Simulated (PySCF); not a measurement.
H3NSe, SMILES [SeH]N (CAM-B3LYP/def2-SVP optimised geometry):

```
5

Se    -0.969    -0.728     0.000
H     -1.261     0.728     0.000
N      0.866    -0.728     0.000
H      1.261    -0.303     0.834
H      1.261    -0.303    -0.834
```

Method: CAM-B3LYP/def2-TZVP run with PySCF.

### Question
What are the frontier orbital energies and the dipole moment?

### Answer
HOMO-2 -11.27 eV, HOMO-1 -9.22 eV, HOMO -8.09 eV, LUMO 0.63 eV, LUMO+1 1.68 eV; dipole moment 1.91 D.

On the same geometry PySCF with PBE/def2-TZVP gives HOMO-2 -8.59 eV, HOMO-1 -6.34 eV, HOMO -5.54 eV, LUMO -1.30 eV, LUMO+1 -0.15 eV; dipole moment 1.87 D.

Meta-Löwdin charges at CAM-B3LYP/def2-TZVP: Se1 0.14, H2 0.02, N3 -0.62, H4 0.23, H5 0.23.
